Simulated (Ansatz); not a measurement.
C4H9LiO, charge -1, doublet, geometry from GFN2-xTB (such geometries of metal compounds can be far from the true shape) (a state made from the parent by changing its charge; the spin is typed, not shown lowest) (a gas-phase anion, which may not be bound at this level); PBE/STO-3G in Ansatz (a first-principles code).

Input for Ansatz:
Ansatz 0.2 input:
```yaml
crystal:
  periodic: [false, false, false]
  atoms:
    - {symbol: Li, position_ang: [1.01914719, 1.96511518, 2.02962093]}
    - {symbol: O, position_ang: [0.42525215, 0.81996935, 0.84688519]}
    - {symbol: C, position_ang: [-0.02303407, -0.04441420, -0.04587211]}
    - {symbol: C, position_ang: [1.00456360, -1.18741221, -0.31372590]}
    - {symbol: C, position_ang: [-1.34933231, -0.72249792, 0.41811336]}
    - {symbol: C, position_ang: [-0.31499227, 0.63776187, -1.41829453]}
    - {symbol: H, position_ang: [0.63768630, -1.90422918, -1.05132520]}
    - {symbol: H, position_ang: [1.21056439, -1.71112513, 0.61918768]}
    - {symbol: H, position_ang: [1.93793089, -0.75456600, -0.67220735]}
    - {symbol: H, position_ang: [-1.17747962, -1.23946630, 1.36164377]}
    - {symbol: H, position_ang: [-1.72329582, -1.43791531, -0.31728280]}
    - {symbol: H, position_ang: [-2.10541501, 0.04402891, 0.58489126]}
    - {symbol: H, position_ang: [0.59923216, 1.09708597, -1.79280002]}
    - {symbol: H, position_ang: [-1.05606975, 1.42402205, -1.27815750]}
    - {symbol: H, position_ang: [-0.68584198, -0.07356057, -2.15921905]}
basis:
  gaussian:
    orbitals: STO-3G
    final_grid: {core_spheres: 6, valence_spheres: 12, degree: 29}
hamiltonian:
  xc: pbe
total_charge: -1
magnetization: {spin_polarized: true, initial_magnetization: 1}
```

What the program printed (banner, timings and long lists left out):

```
Functional definition: PBE
555 factors; integrals over basis functions are off by at most 6.4e-4 eV
mean field evaluation 1: about -6411.4467 eV, gradient 7.5e1 eV
mean field evaluation 2: about -6383.3665 eV, gradient 8.1e1 eV
mean field evaluation 4: about -6448.7732 eV, gradient 3.3e1 eV
mean field evaluation 8: about -6454.5833 eV, gradient 1.1e-1 eV
mean field evaluation 16: about -6454.4382 eV, gradient 2.8e-4 eV
a density is far from that of the atoms, so the factors are made again for it
569 factors; integrals over basis functions are off by at most 2.5e-5 eV
mean field -6454.43818539 eV, -237.1962283378 hartree, gradient 2.5e-5 eV, S^2 0.757776; 0 other end points of the search recorded, 0 dependent functions left out
reference -6454.43822757 eV, -237.1962298880 hartree; 23, 22 occupied and 16, 17 virtual orbitals, 569 factors
Total energy: -6454.43822757 eV, -237.1962298880 hartree
```
